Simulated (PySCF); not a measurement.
Species: C₃H₇F₃O₂Si.
Geometry (GFN2-xTB, Å), atoms numbered from 1 in this order:
```xyz
16
C3H7F3O2Si angstrom
C      2.404   -0.540    0.011
O      1.008   -0.645    0.156
Si    -0.223    0.193   -0.457
O     -1.582   -0.277    0.239
C     -2.222   -1.526    0.263
C     -0.115    2.043    0.125
F      1.106    2.558   -0.176
F     -1.000    2.868   -0.464
F     -0.261    2.223    1.449
H      2.730    0.496    0.099
H      2.860   -1.136    0.801
H      2.709   -0.930   -0.962
H     -0.234    0.214   -1.916
H     -1.526   -2.309    0.562
H     -3.038   -1.464    0.983
H     -2.623   -1.760   -0.724
```

The closed-shell SCF was solved with PySCF and density fitting under several settings on one GFN2-xTB geometry (grid level 2 and gas phase unless stated).

```json
{"settings": "PBE0/pcSseg-1", "basis functions": "195", "SCF cycles": "13", "E (Eh)": "-857.3007", "HOMO (eV)": "-8.47", "LUMO (eV)": "0.81", "dipole (D)": "3.81"}
{"settings": "PBE0/def2-SVPD", "basis functions": "255", "SCF cycles": "14", "E (Eh)": "-856.8768", "HOMO (eV)": "-8.57", "LUMO (eV)": "0.26", "dipole (D)": "3.72"}
{"settings": "BP86/def2-SVPD", "basis functions": "255", "SCF cycles": "16", "E (Eh)": "-857.5991", "HOMO (eV)": "-7.12", "LUMO (eV)": "-0.48", "dipole (D)": "3.52"}
{"settings": "wB97X-D/STO-3G, IEF-PCM acetonitrile", "basis functions": "56", "SCF cycles": "12", "E (Eh)": "-846.6942", "HOMO (eV)": "-5.72", "LUMO (eV)": "8.46", "dipole (D)": "2.67"}
{"settings": "OPBE/IGLO-II, fitting basis def2-universal-jkfit, damping 0.2 at the start, DIIS from the seventh cycle", "basis functions": "253", "SCF cycles": "24", "E (Eh)": "-857.8749", "HOMO (eV)": "-6.81", "LUMO (eV)": "0.22", "dipole (D)": "3.47"}
{"settings": "LDA/MINI", "basis functions": "56", "SCF cycles": "14", "E (Eh)": "-847.2635", "HOMO (eV)": "-6.98", "LUMO (eV)": "-0.20", "dipole (D)": "3.01"}
{"settings": "PBE0/6-31G, grid level 3", "basis functions": "99", "SCF cycles": "13", "E (Eh)": "-857.1034", "HOMO (eV)": "-8.33", "LUMO (eV)": "0.80", "dipole (D)": "4.06"}
```

**Question.** Estimate the row for these settings: wB97X/cc-pVDZ, grid level 1.

**Answer.** 
```csv
settings,basis functions,SCF cycles,E (Eh),HOMO (eV),LUMO (eV),dipole (D)
"wB97X/cc-pVDZ, grid level 1",165,11,-857.9362,-10.61,3.25,3.53
```

**Question.** Over all rows, what range does the HOMO–LUMO gap span?

**Answer.** From 6.64 eV (BP86/def2-SVPD) to 14.18 eV (wB97X-D/STO-3G, IEF-PCM acetonitrile). The functional of the narrowest has no exact exchange, that of the widest range-separated exact exchange.

**Question.** And the dipole moment?

**Answer.** From 2.67 D (wB97X-D/STO-3G, IEF-PCM acetonitrile) to 4.06 D (PBE0/6-31G, grid level 3); the largest is 1.52 times the smallest, and the median is 3.52 D.

**Question.** Compare two rows with the functional PBE0: PBE0/pcSseg-1 and PBE0/def2-SVPD. Which energy is lower, and by how much?

**Answer.** PBE0/pcSseg-1 (195 functions) lies 0.4239 Eh or 266 kcal/mol below PBE0/def2-SVPD (255 functions). The smaller set gives the lower energy; the two sets aren't nested, so the variational bound doesn't order them by size.

wB97X-D ran without the empirical dispersion term, which would shift the total energy alone. Cycle counts include a coarse-grid stage where the run had one. The species at its GFN2-xTB geometry (one conformer only).
